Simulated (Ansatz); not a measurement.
Molecule: sum formula SiBrCl2 (charge 0, doublet). It need not be the lowest isomer of its formula. SMILES: Br[Si](Cl)Cl
Geometry from a B3LYP-D3(BJ)/def2-TZVP (Ansatz, a first-principles code) optimisation:
```
Si
Cl 1 2.0596
Cl 1 2.0596 2 109.01
Br 1 2.2330 2 109.80 3 120.32
```
Charge 0, spin multiplicity 2.

Quantity: atomisation energy (electronic, to ground-state atoms), in kJ/mol. Correlated levels leave the core frozen unless marked. UHF or UKS for open shells. Spin-orbit coupling is left out. Frozen are the shells of the preceding noble gas and the d and f shells that filled before the atom's block. Non-relativistic. The coupled-cluster limit lacks core correlation, which all-electron functionals hold. CBS(X,Y): correlation extrapolated as X^-3; Hartree-Fock from the larger set.

| level | program | atomisation energy (kJ/mol) |
|---|---|---|
| r2SCAN/def2-TZVPD | Ansatz | 1132.1 |
| PBE0/def2-TZVP | Ansatz | 1101.1 |
| B2PLYP-D3(BJ)/def2-TZVPD | Ansatz + dftd3 | ___ |
| PBE-QIDH/def2-TZVPD | Ansatz | ___ |
| CCSD/6-31G* | Ansatz | ___ |
| CCSD(T)/CBS(def2-TZVPP,def2-QZVPP) | Ansatz | 1099.0 |

**Question.** Complete the blanks.

**Answer.** 
- B2PLYP-D3(BJ)/def2-TZVPD, atomisation energy (kJ/mol): 1080.1
- PBE-QIDH/def2-TZVPD, atomisation energy (kJ/mol): 1105.7
- CCSD/6-31G*, atomisation energy (kJ/mol): 919.7
